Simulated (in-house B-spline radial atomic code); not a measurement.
Settings and results of a run for Ar⁴⁺ (an excited or competing configuration). Computed with an all-electron radial atomic-structure program (B-spline basis): Dirac-Hartree-Fock, average of configuration, Fermi nucleus of rms radius 3.4274 fm.

Command:
```bash
python run_scf.py task.json out
```
Settings (nuclear radius in fm, mass in u):
```
Z                18
configuration    [Ne] 3s2 3p1 5f1
hamiltonian      dirac
method           hf
spin_polarised   False
nucleus          fermi
rms_radius       3.4274
atomic_mass      39.96238
speed_of_light   137.035999084
```

Output (hartree, bohr):
```
 radial grid: 71 intervals, B-splines of order 8, outer radius 30.8511 bohr

 iter        energy (Eh)    residual
    1       -519.3080017    3.61e-01
    2       -521.2889694    1.01e-01
    3       -521.3558321    4.01e-02
    4       -521.3666057    1.58e-02
    5       -521.3686385    3.38e-03
    6       -521.3687354    2.54e-04
    7       -521.3687359    1.02e-05
    8       -521.3687359    3.89e-07
    9       -521.3687359    1.26e-08

 total energy                     -521.368736
 kinetic                            525.13298
 electron-nucleus                 -1205.22992
 electron-electron                  158.72820

 first-order corrections (not in the total)
   Gaunt                            0.14145
   retardation                     -0.01069
   frequency dependence            -0.00014
   self-energy                      0.09380
   Uehling                         -0.00653
   Wichmann-Kroll                   0.00002
   recoil                           0.00590

 orbital      occ     eigenvalue          <r>       <r^2>       <1/r>       r_max    small
 1s1/2      2.000     -122.36936    0.0855953  0.00985528     17.7066     0.05608  4.12e-03
 2s1/2      2.000      -15.49827     0.407604    0.196518     3.60839      0.3362  6.80e-04
 2p1/2      2.000      -12.71325     0.371409    0.170697     3.49196      0.2794  6.45e-04
 2p3/2      4.000      -12.62758     0.373653     0.17262     3.46343      0.2812  6.41e-04
 3s1/2      2.000       -3.67034      1.22986     1.71912     1.11934       1.095  1.41e-04
 3p1/2      0.333       -3.12587      1.28955     1.91104     1.04522       1.139  1.28e-04
 3p3/2      0.667       -3.11528      1.29369     1.92302      1.0407       1.143  1.28e-04
 5f5/2      0.429       -0.50895      6.13169     42.8367     0.20875       6.404  1.45e-05
 5f7/2      0.571       -0.50894      6.13189     42.8393    0.208738       6.405  1.45e-05

 Slater integrals (Eh)
   F0(3p1/2,3p1/2)               0.697785
   F0(3p1/2,3p3/2)               0.696654
   G2(3p1/2,3p3/2)               0.359421
   F0(3p1/2,5f5/2)               0.206125
   G2(3p1/2,5f5/2)               0.022773
   F0(3p1/2,5f7/2)               0.206114
   G4(3p1/2,5f7/2)               0.015228
   F0(3p3/2,3p3/2)               0.695531
   F2(3p3/2,3p3/2)               0.358955
   F0(3p3/2,5f5/2)               0.206095
   F2(3p3/2,5f5/2)               0.039506
   G2(3p3/2,5f5/2)               0.022929
   G4(3p3/2,5f5/2)               0.015340
   F0(3p3/2,5f7/2)               0.206085
   F2(3p3/2,5f7/2)               0.039499
   G2(3p3/2,5f7/2)               0.022930
   G4(3p3/2,5f7/2)               0.015340
   F0(5f5/2,5f5/2)               0.146031
   F2(5f5/2,5f5/2)               0.074034
   F4(5f5/2,5f5/2)               0.050831
   F0(5f5/2,5f7/2)               0.146029
   F2(5f5/2,5f7/2)               0.074034
   F4(5f5/2,5f7/2)               0.050830
   G2(5f5/2,5f7/2)               0.074031
   (list cut)
```

Time taken, with all properties: 0.96 s on 1 thread of Arm Neoverse V2, with other jobs on the host.

For the Dirac Hamiltonian the kinetic term is c α·p + (β - 1)c².
